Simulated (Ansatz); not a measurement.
```yaml
crystal:
  periodic: [false, false, false]
  atoms:
    - {symbol: N, position_ang: [0.845560, 0.225939, 1.516523]}
    - {symbol: Si, position_ang: [-0.639332, -0.033725, 0.639000]}
    - {symbol: B, position_ang: [-0.035305, -0.064635, -1.306505]}
    - {symbol: O, position_ang: [1.196743, 0.460639, -1.536134]}
    - {symbol: O, position_ang: [-0.704181, -0.539022, -2.391811]}
    - {symbol: H, position_ang: [1.497898, -0.543054, 1.573924]}
    - {symbol: H, position_ang: [0.791287, 0.682399, 2.414746]}
    - {symbol: H, position_ang: [-1.501061, 1.142935, 0.946495]}
    - {symbol: H, position_ang: [-1.417920, -1.244059, 1.054973]}
    - {symbol: H, position_ang: [1.588989, 0.773828, -0.712004]}
    - {symbol: H, position_ang: [-1.557376, -0.918243, -2.178607]}
basis:
  gaussian: {orbitals: def2-TZVPD}
hamiltonian: {xc: {name: PBEsol}}
scf: {lower_state_search: full}
output: {forces: true}
```

```sh
$ ansatz run in.yaml --threads 4 --pin off --events-out ev --progress --plain --max-ram 10444MiB
```

It prints (some lines left out):

```
Functional definition: PBEsol
1293 factors; their error is unknown
mean field evaluation 1: about -14176.0113 eV, gradient 1.0e2 eV
mean field evaluation 2: about -14103.5638 eV, gradient 2.0e2 eV
mean field evaluation 4: about -14192.4487 eV, gradient 1.8e1 eV
mean field evaluation 8: about -14193.0845 eV, gradient 1.8e-1 eV
mean field evaluation 16: about -14193.0641 eV, gradient 7.1e-3 eV
mean field -14193.06409305 eV, -521.5854850153 hartree, gradient 3.0e-5 eV, S^2 0.000000; 1 other end points of the search recorded, 0 dependent functions left out
reference -14193.06415799 eV, -521.5854874017 hartree; 24, 24 occupied and 227, 227 virtual orbitals, 1293 factors
Total energy: -14193.06415799 eV, -521.5854874017 hartree
Atom 0 at     0.845560     0.225939     1.516523 Å, force    -0.114182     0.190548    -0.360397 eV/Å
Atom 1 at    -0.639332    -0.033725     0.639000 Å, force     0.062105    -0.045805    -0.256795 eV/Å
Atom 2 at    -0.035305    -0.064635    -1.306505 Å, force    -0.159549    -0.017300     0.348625 eV/Å
Atom 3 at     1.196743     0.460639    -1.536134 Å, force     0.018899    -0.097229    -0.675750 eV/Å
Atom 4 at    -0.704181    -0.539022    -2.391811 Å, force     0.442431     0.155371    -0.422287 eV/Å
Atom 5 at     1.497898    -0.543054     1.573924 Å, force     0.318580    -0.370602     0.017801 eV/Å
Atom 6 at     0.791287     0.682399     2.414746 Å, force    -0.016073     0.237782     0.438168 eV/Å
Atom 7 at    -1.501061     1.142935     0.946495 Å, force    -0.112160     0.165856     0.056771 eV/Å
Atom 8 at    -1.417920    -1.244059     1.054973 Å, force    -0.122860    -0.171957     0.069064 eV/Å
Atom 9 at     1.588989     0.773828    -0.712004 Å, force     0.270017     0.214741     0.634956 eV/Å
Atom 10 at    -1.557376    -0.918243    -2.178607 Å, force    -0.587208    -0.261408     0.149842 eV/Å
Dipole moment:    -0.079167    -0.131309     0.552004 e Å
```

It took 3.5 s on 4 threads of an Arm Neoverse V2 on a shared host, with 0.49 GiB of host memory at the peak.
